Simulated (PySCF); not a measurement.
This PySCF input asks for the NMR shieldings of `C[B@H-]([N+]#C)C1CC1`, C₅H₁₀BN; the geometry comes from GFN2-xTB.

```python
import basis_set_exchange as bse
import numpy as np
from pyscf import gto, dft
from pyscf.prop import nmr

atoms = """
C     2.486466    1.226042   -0.405546
N     1.604483    0.491438   -0.437724
B     0.488109   -0.439268   -0.349066
C     1.090913   -1.779738    0.376169
C    -0.615630    0.317522    0.572206
C    -2.080170    0.066547    0.357950
C    -1.495807    1.401808    0.018497
H     3.293187    1.901338   -0.378616
H     0.119788   -0.629182   -1.464601
H     1.537626   -1.552699    1.341895
H     1.846384   -2.271766   -0.232486
H     0.288991   -2.491800    0.546043
H    -0.329162    0.456165    1.610716
H    -2.726943   -0.009478    1.220680
H    -2.371829   -0.579355   -0.455899
H    -1.396621    1.657477   -1.026560
H    -1.746783    2.246979    0.644817
"""
names = dict.fromkeys(["C", "N", "B", "H"], "pcSseg-1")
basis = {el: gto.basis.parse(bse.get_basis(n, elements=[el], fmt="nwchem")) for el, n in names.items()}
mol = gto.M(atom=atoms, basis=basis, charge=0, verbose=0)
mf = dft.RKS(mol, xc="PBE0")
mf.grids.level = 2
mf.grids.alignment = dft.numint.BLKSIZE   # the property module wants whole blocks of grid points
mf.conv_tol = 1e-9
mf.kernel()

calc = nmr.RKS(mf)   # GIAO
C = mf.mo_coeff
Co = C[:, mf.mo_occ > 0]
resp = mf.gen_response(singlet=True, hermi=2)
def vind(x):   # induced exchange potential for any number of trial vectors
    d = np.einsum("pi,xij,qj->xpq", C, 2 * x.reshape(-1, C.shape[1], Co.shape[1]), Co, optimize=True)
    return np.einsum("xpq,pi,qj->xij", resp(d - d.transpose(0, 2, 1)), C, Co, optimize=True).ravel()
mo1, _ = nmr.rhf.solve_mo1(calc, with_cphf=vind)
sigma = calc.kernel(mo1)
for i, s in enumerate(sigma):   # ppm
    print("%2d %-2s %9.2f" % (i, mol.atom_pure_symbol(i), np.trace(s) / 3))
```

Question: What are the results?

Answer: 
```
 0 C      76.08
 1 N      15.78
 2 B     129.24
 3 C     176.28
 4 C     172.91
 5 C     179.51
 6 C     182.87
 7 H      27.44
 8 H      30.49
 9 H      31.82
10 H      31.46
11 H      31.25
12 H      32.03
13 H      31.24
14 H      31.59
15 H      31.65
16 H      31.40
```

These numbers come from an equivalent density-fitted implementation of the same equations, which agrees with the script to about 0.01 ppm for H and up to a few tenths of a ppm for heavy atoms, so last digits may differ.

Size and cost of the density-fitted run: 169 basis functions, 40 s wall time on 1 thread of an Arm Neoverse N1, shared host; peak memory 0.76 GiB.
